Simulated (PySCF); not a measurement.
## Exercise with solution: dipole moment from atomic charges

W(O)(NH)(Cl)2 (Cl2HNOW), SMILES [NH]=[W](=[O])([Cl])[Cl], multiplicity 1. Atoms are numbered in the order given.

```xyz
6

W      0.0243    -0.1905     0.0000
O      1.4572    -1.1329     0.0000
N     -1.3437    -1.2981     0.0000
H     -1.6560    -2.2762     0.0000
Cl    -0.0704     1.0154    -1.9484
Cl    -0.0704     1.0154     1.9484
```

Coordinates come from a PBE-D3(BJ)/def2-SVP optimisation. The multiplicity is an assumed one; no other spin state was optimised. The structure was generated by enumeration; whether it is a known compound was not checked. The def2 effective core potentials stand for the cores of W; spin–orbit coupling is left out.

Charges (e) from PBE/def2-TZVP run with PySCF:

| atom | ESP fit | Mulliken |
|---|---|---|
| W1 | 0.685 | 1.135 |
| O2 | -0.296 | -0.374 |
| N3 | -0.583 | -0.485 |
| H4 | 0.392 | 0.258 |
| Cl5 | -0.099 | -0.267 |
| Cl6 | -0.099 | -0.267 |

The dipole moment of the full density is 1.41 D.

What dipole moment does each set of point charges give, and which comes closer to that of the density?


μ = Σ q r, and 1 e Å = 4.8032 D.
ESP fit: Σ q r = (-0.267, -0.132, 0.000) e Å, |μ| = 1.43 D.
Mulliken: Σ q r = (-0.255, -0.292, 0.000) e Å, |μ| = 1.86 D.
ESP fit comes closer in size. Point charges leave out the atoms' own dipoles (lone pairs, polarised bonds); fits to the potential absorb them, partitions of the density don't.
